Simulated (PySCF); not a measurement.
# Basis-set dependence of population analyses: `FC[SiH](P)P`

Compound: CH7FP2Si.
Bonds: F1–C2, C2–Si3, Si3–P4, Si3–P5. Hydrogens: H6, H7 on C2; H8 on Si3; H9, H10 on P4; H11, H12 on P5.

PBE0 throughout (PySCF), one geometry, spherical d and f functions. Isolated species at its PBE0-D3(BJ)/def2-SVP geometry (one conformer only). Atoms taken as equivalent share a column and are averaged.

Mulliken charges (e):

```csv
basis,functions,F1,C2,Si3,P4/P5,H6/H7,H8,H9/H10/H11/H12
STO-3G,44,-0.119,-0.199,+0.349,+0.140,+0.066,-0.117,-0.082
6-31G,71,-0.333,-0.258,+0.407,-0.096,+0.193,-0.053,+0.011
pcSseg-0,71,-0.372,-0.483,+0.507,-0.331,+0.256,+0.049,+0.112
6-31G*,96,-0.331,-0.162,+0.326,-0.183,+0.180,-0.029,+0.050
cc-pVDZ,117,-0.241,+0.064,+0.143,-0.127,+0.057,-0.003,+0.044
def2-SVP,117,-0.279,+0.045,+0.231,-0.109,+0.066,-0.021,+0.028
aug-cc-pVDZ,190,-0.437,+0.689,+0.291,-1.040,-0.284,+0.370,+0.434
"6-311+G(2d,p)",201,-0.226,-0.317,+0.347,-0.227,+0.166,-0.027,+0.086
def2-TZVP,215,-0.225,-0.067,+0.169,-0.247,+0.118,+0.003,+0.095
cc-pVTZ,260,-0.223,+0.037,+0.179,-0.150,+0.069,-0.019,+0.047
IGLO-III,272,-0.274,-0.160,+0.583,-0.073,+0.135,-0.142,-0.033
```

IAO charges (e):

```tsv
basis	functions	F1	C2	Si3	P4/P5	H6/H7	H8	H9/H10/H11/H12
STO-3G	44	-0.144	-0.332	+0.462	+0.049	+0.115	-0.110	-0.051
6-31G	71	-0.293	-0.245	+0.435	-0.124	+0.158	-0.054	+0.022
pcSseg-0	71	-0.284	-0.252	+0.411	-0.146	+0.157	-0.042	+0.036
6-31G*	96	-0.304	-0.225	+0.528	-0.095	+0.144	-0.094	0.000
cc-pVDZ	117	-0.308	-0.224	+0.530	-0.106	+0.144	-0.096	+0.005
def2-SVP	117	-0.309	-0.222	+0.534	-0.099	+0.142	-0.099	+0.002
aug-cc-pVDZ	190	-0.325	-0.226	+0.539	-0.114	+0.150	-0.095	+0.008
6-311+G(2d,p)	201	-0.326	-0.236	+0.554	-0.101	+0.152	-0.102	+0.002
def2-TZVP	215	-0.325	-0.234	+0.563	-0.101	+0.150	-0.105	+0.001
cc-pVTZ	260	-0.322	-0.233	+0.555	-0.108	+0.150	-0.102	+0.004
IGLO-III	272	-0.326	-0.236	+0.558	-0.099	+0.151	-0.104	+0.001
```

Hirshfeld charges (e):

| basis | functions | F1 | C2 | Si3 | P4/P5 | H6/H7 | H8 | H9/H10/H11/H12 |
| --- | --- | --- | --- | --- | --- | --- | --- | --- |
| STO-3G | 44 | -0.090 | -0.027 | +0.249 | +0.067 | +0.004 | -0.088 | -0.046 |
| 6-31G | 71 | -0.129 | -0.051 | +0.211 | -0.029 | +0.048 | -0.063 | -0.002 |
| pcSseg-0 | 71 | -0.126 | -0.059 | +0.240 | -0.022 | +0.039 | -0.065 | -0.006 |
| 6-31G* | 96 | -0.115 | -0.053 | +0.212 | -0.033 | +0.046 | -0.069 | -0.001 |
| cc-pVDZ | 117 | -0.105 | -0.068 | +0.231 | -0.016 | +0.041 | -0.076 | -0.008 |
| def2-SVP | 117 | -0.114 | -0.068 | +0.236 | -0.012 | +0.042 | -0.078 | -0.009 |
| aug-cc-pVDZ | 190 | -0.117 | -0.078 | +0.237 | -0.015 | +0.046 | -0.073 | -0.008 |
| 6-311+G(2d,p) | 201 | -0.122 | -0.071 | +0.231 | -0.011 | +0.046 | -0.072 | -0.009 |
| def2-TZVP | 215 | -0.117 | -0.074 | +0.233 | -0.016 | +0.045 | -0.073 | -0.007 |
| cc-pVTZ | 260 | -0.112 | -0.074 | +0.234 | -0.017 | +0.045 | -0.074 | -0.008 |
| IGLO-III | 272 | -0.121 | -0.079 | +0.237 | -0.008 | +0.044 | -0.075 | -0.008 |

ESP-fitted charges (e):

| basis | functions | F1 | C2 | Si3 | P4/P5 | H6/H7 | H8 | H9/H10/H11/H12 |
| --- | --- | --- | --- | --- | --- | --- | --- | --- |
| STO-3G | 44 | -0.119 | -0.117 | +0.378 | -0.252 | +0.062 | -0.070 | +0.077 |
| 6-31G | 71 | -0.288 | +0.046 | +0.327 | -0.463 | +0.092 | -0.015 | +0.168 |
| pcSseg-0 | 71 | -0.278 | -0.021 | +0.424 | -0.521 | +0.104 | -0.029 | +0.185 |
| 6-31G* | 96 | -0.195 | -0.158 | +0.385 | -0.379 | +0.126 | -0.045 | +0.130 |
| cc-pVDZ | 117 | -0.205 | -0.106 | +0.360 | -0.335 | +0.107 | -0.048 | +0.113 |
| def2-SVP | 117 | -0.222 | -0.067 | +0.352 | -0.349 | +0.100 | -0.044 | +0.120 |
| aug-cc-pVDZ | 190 | -0.218 | -0.109 | +0.355 | -0.319 | +0.112 | -0.044 | +0.108 |
| 6-311+G(2d,p) | 201 | -0.226 | -0.113 | +0.365 | -0.322 | +0.115 | -0.048 | +0.109 |
| def2-TZVP | 215 | -0.212 | -0.129 | +0.377 | -0.319 | +0.114 | -0.052 | +0.106 |
| cc-pVTZ | 260 | -0.202 | -0.138 | +0.369 | -0.316 | +0.116 | -0.050 | +0.105 |
| IGLO-III | 272 | -0.209 | -0.135 | +0.329 | -0.291 | +0.119 | -0.042 | +0.100 |

Some averages cover members that differ in this geometry, most widely: H6/H7, Mulliken in aug-cc-pVDZ -0.330 to -0.237; H9/H10/H11/H12, ESP-fitted in 6-31G +0.130 to +0.190; H9/H10/H11/H12, ESP-fitted in pcSseg-0 +0.151 to +0.206; H9/H10/H11/H12, Mulliken in aug-cc-pVDZ +0.405 to +0.459 e.

Question: Which scheme is steadiest as the basis changes?

Answer: Largest range over the bases for any column: Hirshfeld 0.10 e, IAO 0.19 e, ESP-fitted 0.27 e, Mulliken 1.18 e. Hirshfeld charges move least and Mulliken charges most, counted in e. Without the minimal STO-3G basis the ranges are Hirshfeld 0.03, IAO 0.15, ESP-fitted 0.23, Mulliken 1.17 e.

Question: How much do the charges still move between the two largest bases, cc-pVTZ and IGLO-III?

Answer: At most, over all atoms: Mulliken 0.404 e, IAO 0.009 e, Hirshfeld 0.009 e, ESP-fitted 0.040 e.

Question: What do the same runs give for the total energy, the frontier levels and the dipole moment?

Answer: 
```csv
basis,energy (Eh),HOMO (eV),LUMO (eV),μ (D)
STO-3G,-1100.8684,-4.22,5.08,0.68
6-31G,-1113.6354,-7.40,0.12,1.38
pcSseg-0,-1112.3264,-7.61,-0.03,1.37
6-31G*,-1113.7583,-7.38,0.14,1.17
cc-pVDZ,-1113.8317,-7.36,0.21,1.15
def2-SVP,-1113.4153,-7.42,0.24,1.21
aug-cc-pVDZ,-1113.8521,-7.45,-0.44,1.21
"6-311+G(2d,p)",-1113.9053,-7.48,-0.33,1.26
def2-TZVP,-1113.9211,-7.45,-0.14,1.21
cc-pVTZ,-1113.9238,-7.44,-0.06,1.17
IGLO-III,-1113.9221,-7.42,-0.06,1.27
```

The dipole is fixed by the density alone, so its range of 0.70 D shows that the density itself changes with the basis, not only its division among atoms.
